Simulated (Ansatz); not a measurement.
Born–Oppenheimer molecular dynamics of C2H7BOSi (12 atoms, charge 0, multiplicity 1). It starts at the highest image of a converged band, a first-order saddle point between two minima.

All numbers below come from UKS PBE-D4/6-31G* (Ansatz 0.2.0).

```yaml
ensemble: NVE (velocity Verlet)
time_step: 0.5 fs
steps_asked: 149
starting_velocities_drawn_for: 100 K
seed: 3019
```

First frame:

```xyz
12
Properties=species:S:1:pos:R:3
O -2.005 -0.618 0.463
C -1.106 0.134 1.084
B 0.294 0.439 0.546
C 0.322 0.629 -1.052
Si 1.098 -1.130 -0.940
H -1.545 0.527 2.014
H 1.101 0.961 1.266
H -0.654 0.689 -1.554
H 1.007 1.401 -1.424
H -1.571 -1.052 -0.319
H 0.585 -1.236 0.575
H 2.553 -0.799 -0.625
```

How far do the bonds stretch over the last three quarters of this one trajectory? (Pairs bonded in most of those frames.)


```tsv
bond	mean (Å)	spread (Å)	shortest	longest
O1–C2	1.318	0.004	1.31	1.32
O1–H10	1.005	0.008	0.99	1.02
C2–B3	1.544	0.003	1.54	1.55
C2–H6	1.104	0.012	1.08	1.12
B3–C4	1.651	0.010	1.62	1.66
B3–Si5	2.280	0.022	2.25	2.31
B3–H7	1.204	0.001	1.20	1.21
B3–H11	1.405	0.036	1.32	1.46
C4–Si5	1.923	0.021	1.90	1.97
C4–H8	1.102	0.026	1.06	1.14
C4–H9	1.099	0.009	1.08	1.11
Si5–H11	1.713	0.042	1.65	1.81
Si5–H12	1.531	0.006	1.52	1.54
```

Mean temperature of the second half: 99 K. The conserved energy stayed within 0.058 meV per atom of its start (net change 0.039 meV per atom), so the integration is sound. A run of 0.074 ps of so small a system gives no equilibrium averages. The orbitals stay closed-shell, which can raise the energy where a bond breaks towards radicals; this wasn't checked here.

Run time: 7.3 min on 2 threads of Arm Neoverse V2, with other jobs on the host, peak memory 0.16 GiB.
